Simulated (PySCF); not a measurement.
CsI, SMILES [I][Cs]. Geometry: PBE-D3(BJ)/def2-TZVPD. The def2 effective core potentials stand for the cores of Cs, I; spin–orbit coupling is left out.

The numbers are results of PBE-D3(BJ)/def2-TZVPD in PySCF, not measurements.

Harmonic wavenumbers (cm⁻¹): 115. Rotational constants (GHz): 0.6975 (linear); symmetry number 1.

Work out the zero-point energy and the ideal-gas rigid-rotor harmonic-oscillator thermochemistry at 298.15 K and 1 atm.

ZPE = ½ Σ hcν = ½ × 115 cm⁻¹ = 0.16 kcal/mol. H − E(el) = 2.68 kcal/mol. Entropy in cal/(mol K): translation 42.56, rotation 20.06, vibration 3.19, total 65.81. G − E(el) = -16.94 kcal/mol. Cp = 8.89 cal/(mol K). Modes under 150 cm⁻¹ make the vibrational entropy uncertain.
